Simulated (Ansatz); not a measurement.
`CB(N)Cl` + H₂O → `CB(N)O` + HCl at 700 K and 1 bar (formal hydrolysis of a B–Cl bond).

Isolated molecules relaxed with PBE0-D4/def2-TZVP in Ansatz; ΔE leaves out vibrations. CCSD(T)/CBS is frozen-core, at the limit of the def2 triple- and quadruple-zeta sets. One conformer a species, not always the lowest.

```tsv
species	CCSD(T)/CBS energy (Eh)	H − E (kJ/mol)	S (J/(mol·K))
`CB(N)Cl`	-580.44047	245.0	399.7
H₂O	-76.37685	80.5	218.4
`CB(N)O`	-196.44267	284.2	402.9
HCl	-460.38167	38.4	211.8
```

H − E and S are ideal-gas, rigid-rotor, harmonic terms from PBE0-D4/def2-TZVP, for one conformer and one mirror image of each species. 1 Eh = 2625.50 kJ/mol, R = 8.31446 J/(mol·K).

Task: By hand: ΔE, ΔH, ΔS and ΔG.

Result: ΔE = (-196.44267) + (-460.38167) − (-580.44047) − (-76.37685) = -0.00702 Eh = -18.4 kJ/mol. Δ(H − E) = 284.2 + 38.4 − 245.0 − 80.5 = -2.9, so ΔH = -21.3 kJ/mol. ΔS = 402.9 + 211.8 − 399.7 − 218.4 = -3.4 J/(mol·K). ΔG = -21.3 − 700 × (-3.4)/1000 = -18.9 kJ/mol.

Task: By hand: the equilibrium constant, and the temperature at which ΔG would vanish if ΔH and ΔS stayed fixed.

Result: log₁₀ K = −ΔG/(RT ln 10) = 1.4. ΔG = 0 at ΔH/ΔS = 6265 K, far beyond where these terms or the molecules hold.

The number of gas molecules stays the same, so ΔS is small and ΔH decides. A doubt of 5 kJ/mol in ΔE shifts log₁₀ K by 0.4 here. Other conformers and mirror images would add mixing entropy, several J/(mol·K) or more a flexible species. These are equilibria of isolated gas molecules and say nothing of rates. Largest T1 diagnostic: 0.011 (customary marks: 0.02 for closed shells, 0.045 for open ones).
